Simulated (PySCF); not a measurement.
## Calculated properties of `N#CC#[C][Na]`

Compound: C3NNa.
Numbering: `[N:1]#[C:2][C:3]#[C:4][Na:5]`

Some functional groups and rings: nitrile and alkyne.

From PBE0-D3(BJ)/def2-TZVP geometry optimisation, gas phase (PySCF):

| Property | Result |
| --- | --- |
| Point group | C∞v |
| Rotational constant B (linear) | 1.327 GHz |

B97-2/pcSseg-2 ground state and GIAO shieldings, non-relativistic (PySCF):

| Quantity | Value |
| --- | --- |
| Dipole moment | 13.11 D |
| HOMO energy | -6.48 eV |
| LUMO energy | -1.89 eV |
| HOMO–LUMO gap | 4.59 eV |
| 13C chemical shifts (computed TMS as zero) by class | 137.3 (C4), 111.8 (C2), 88.1 (C3) ppm |
| Isotropic shieldings of nuclei other than C and H, by class | 2 (N1), 575 (Na5) ppm |

Monoisotopic mass (most abundant isotopes): 72.9928 u.

Point group C∞v permits a dipole; with 13.11 D the species has a pure rotational spectrum. For a rigid linear rotor the levels are B·J(J + 1), so J = 1 lies 2B = 2.65 GHz above J = 0. The dipole equals about 43.7 × 10⁻³⁰ C·m (1 D = 3.33564 × 10⁻³⁰ C·m).

Isolated species at its PBE0-D3(BJ)/def2-TZVP geometry, gas phase.
